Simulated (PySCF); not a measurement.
# Gas-phase XPS of (FSi)4NH6 adamantane, computed

Compound: (FSi)4NH6 adamantane, F4H6N6Si4.
Geometry (PBE0-D3(BJ)/def2-SVP, Å), atoms numbered from 1 in this order:
```xyz
20
F4H6N6Si4 angstrom
Si     0.8129   -1.0610   -1.1253
F      1.5298   -2.0259   -2.1976
N      1.6496    0.4572   -0.9839
Si     0.8870    1.5678    0.1102
F      1.6933    2.9603    0.1715
N     -0.7602    1.8233   -0.3642
Si    -1.6473    0.3264   -0.4607
F     -3.1453    0.5907   -0.9908
N     -0.8332   -0.7434   -1.5834
N     -1.5969   -0.4184    1.1031
Si     0.0372   -0.7490    1.6302
F     -0.0104   -1.4896    3.0596
N      0.8376   -1.7599    0.4625
N      0.8330    0.7878    1.6620
H      2.6513    0.3529   -0.8165
H     -0.9200    2.4701   -1.1348
H     -0.9625   -0.5222   -2.5704
H     -2.2573   -1.1899    1.1976
H      0.6101   -2.7504    0.5334
H      0.4538    1.3873    2.3969
```

Level of theory: delta-SCF UKS SCAN, pcX-2 on the ionised atom, pcseg-1 elsewhere, spin-free X2C in PySCF 2.14.0. Binding energies are ΔSCF values: E(core-ionised, relaxed orbitals) − E(ground state) at a fixed geometry, referred to the vacuum level.

Question: List the computed XPS lines with their assignment.

Answer: 
```tsv
atom(s)	environment	level	binding energy (eV)	2p1/2 (eV)	count
Si1/Si4/Si7/Si11	silicon bonded to F and 3 N	Si 2p3/2	108.64	109.27	4
Si1/Si4/Si7/Si11	silicon bonded to F and 3 N	Si 1s	1848.85	–	4
F2/F5/F8/F12	fluorine bonded to Si	F 1s	692.75	–	4
N3 (×6)	nitrogen bonded to 2 Si and H	N 1s	404.71	–	6
```

Question: Which photon energy gives electrons from F 1s of F2 (atom 2)/F5/F8/F12 a kinetic energy of 100 eV, and what is their de Broglie wavelength?

Answer: hν = 692.75 + 100 = 792.75 eV, recoil neglected; λ = 12.264 Å/√(E/eV) = 1.23 Å.

Question: What is the longest wavelength that can ionise F 1s of F2/F5/F8/F12 vertically?

Answer: λ = hc/E = 12398.42 eV Å / 692.75 eV = 17.897 Å.

One atom of each set of topologically equivalent atoms was ionised and stands for the set; in this conformer not all members are related by symmetry, and their own values weren't computed. For 2p shells one spin-free hole was relaxed; a mean-field spin–orbit operator and the ground-state splitting of the three 2p orbitals were then diagonalised within the shell. The shell's mean is (2 × 2p3/2 + 2p1/2)/3, and the degeneracies 2j + 1 give areas of 2:1. 2p1/2 minus 2p3/2 (ligand field included): Si 0.63 eV. Geometry: PBE0-D3(BJ)/def2-SVP, one conformer, isolated molecule.

Time: 57 s wall, 2.4 min CPU; peak memory 1.5 GiB. Hardware: AMD EPYC 9R45, 2 threads, shared host with 96 logical CPUs at a one-minute load of 77.
